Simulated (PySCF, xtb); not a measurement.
B(H)(OAc)(OH) (C2H5BO3), SMILES CC(OBO)=O. The values are those of a single conformer.

Harmonic wavenumbers (cm⁻¹) from GFN2-xTB run with xtb 6.7.1 at its own minimum, in rising order: 45, 65, 126, 165, 362, 428, 566, 618, 673, 825, 854, 974, 984, 1004, 1033, 1105, 1184, 1312, 1363, 1443, 1444, 1797, 2673, 3030, 3040, 3070, 3582.

Q: What does PBE-D3(BJ)/def2-SVP in PySCF give at its own minimum? (Estimate from the structure and the level; the computed values follow.)

A: 66, 110, 114, 181, 361, 449, 565, 619, 650, 830, 881, 950, 1002, 1007, 1051, 1177, 1203, 1322, 1385, 1395, 1398, 1823, 2628, 2991, 3073, 3128, 3699. Paired by order, the mean absolute difference is 28 cm⁻¹ and the zero-point energies are 48.3 and 48.7 kcal/mol.
